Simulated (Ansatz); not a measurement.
H$_{6}$InNOSi, SMILES `[OH][InH][NH][SiH3]` at its PBE0-D4/def2-TZVP geometry, where that method's forces vanish. The species carries charge 0 and has multiplicity 1. In: def2 effective core potential.

```xyz
10

O     2.9024    0.7824   -0.9388
In    1.5860   -0.0843    0.2678
N    -0.3192    0.2158   -0.3547
Si   -1.7615   -0.3516    0.3813
H     2.5027    1.2449   -1.6783
H     2.0945   -0.9482    1.6285
H    -0.4177    0.7628   -1.1983
H    -1.3548   -1.1167    1.5923
H    -2.6766    0.7487    0.8027
H    -2.5558   -1.2538   -0.5024
```

What forces (eV/Å) does ωB97M-V/def2-TZVPP give on these atoms in the Gaussian-basis code of Ansatz? (Best estimate.)

Ansatz gave: 
```
O1  -0.038  0.029 -0.048
In2  0.018 -0.058  0.090
N3   0.025  0.019 -0.028
Si4 -0.192 -0.062  0.078
H5   0.048 -0.015  0.027
H6  -0.028  0.046 -0.072
H7   0.000 -0.017  0.025
H8  -0.033  0.081 -0.128
H9   0.107 -0.128 -0.048
H10  0.093  0.104  0.103
```
